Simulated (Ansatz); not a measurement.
A CCSD(T) single point on C3H9BS (`CBCSC`).

```yaml
crystal:
  periodic: [false, false, false]
  atoms:
    - {symbol: C, position_ang: [-1.896142, 0.854593, 1.215021]}
    - {symbol: B, position_ang: [-0.735445, 1.395520, 0.339176]}
    - {symbol: C, position_ang: [0.375624, 0.507502, -0.311070]}
    - {symbol: S, position_ang: [0.223728, -1.260013, -0.031190]}
    - {symbol: C, position_ang: [1.683856, -1.846215, -0.897035]}
    - {symbol: H, position_ang: [-2.330984, 1.590527, 1.892852]}
    - {symbol: H, position_ang: [-1.663045, -0.066326, 1.754870]}
    - {symbol: H, position_ang: [-2.691422, 0.587125, 0.499464]}
    - {symbol: H, position_ang: [-0.668462, 2.569247, 0.084750]}
    - {symbol: H, position_ang: [0.409302, 0.724167, -1.387499]}
    - {symbol: H, position_ang: [1.336518, 0.873605, 0.082869]}
    - {symbol: H, position_ang: [1.704203, -2.932393, -0.800520]}
    - {symbol: H, position_ang: [2.595058, -1.437538, -0.455371]}
    - {symbol: H, position_ang: [1.644109, -1.589201, -1.957517]}
basis:
  gaussian: {orbitals: def2-SVP}
correlation: {method: ccsd_t}
```

```sh
$ ansatz run in.yaml --threads 4 --pin off --events-out ev --progress --plain
```

Log, shortened:

```
Functional definition: HF
1210 factors; integrals over basis functions are off by at most 1.3e-3 eV
mean field evaluation 1: about -14713.6508 eV, gradient 3.0e1 eV
mean field evaluation 2: about -14713.7583 eV, gradient 3.0e1 eV
mean field evaluation 4: about -14716.4742 eV, gradient 3.0e0 eV
mean field evaluation 8: about -14716.5094 eV, gradient 1.5e-1 eV
mean field evaluation 16: about -14716.4002 eV, gradient 4.2e-1 eV
mean field -14716.50955566 eV, -540.8217509621 hartree, gradient 6.6e-6 eV, S^2 0.000000; 0 other end points of the search recorded, 0 dependent functions left out
9 core orbitals not correlated: weight in the atoms' cores, before any rotation towards them, 1.000 or more for the frozen orbitals, at most 0.000 for the correlated occupied ones
reference -14716.50955566 eV, -540.8217509621 hartree; 15, 15 occupied and 95, 95 virtual orbitals, 1210 factors
second order -17.58798033 eV of doubles, -0.00000000 eV of singles
cycle   1  -18.91436711 eV  change    -1.3e0 eV  update   8.8e-2
cycle   2  -19.43653421 eV  change   -5.2e-1 eV  update   2.6e-2
cycle   3  -19.49981509 eV  change   -6.3e-2 eV  update   8.5e-3
cycle   4  -19.49990646 eV  change   -9.1e-5 eV  update   2.2e-3
cycle   5  -19.49991963 eV  change   -1.3e-5 eV  update   7.9e-4
cycle   6  -19.49977647 eV  change    1.4e-4 eV  update   3.0e-4
cycle   7  -19.49973152 eV  change    4.5e-5 eV  update   1.3e-4
cycle   8  -19.49972849 eV  change    3.0e-6 eV  update   5.5e-5
cycle   9  -19.49971694 eV  change    1.2e-5 eV  update   1.9e-5
perturbative correction -0.57437938 eV, -0.0211080530 hartree
Total energy: -14736.58365199 eV, -541.5594603954 hartree
```

It took 8.5 s on 4 threads of a server CPU on a shared host, with 0.67 GiB of host memory at the peak.

Correlation energy per correlated electron: -0.669 eV. T1 diagnostic: 0.0087.
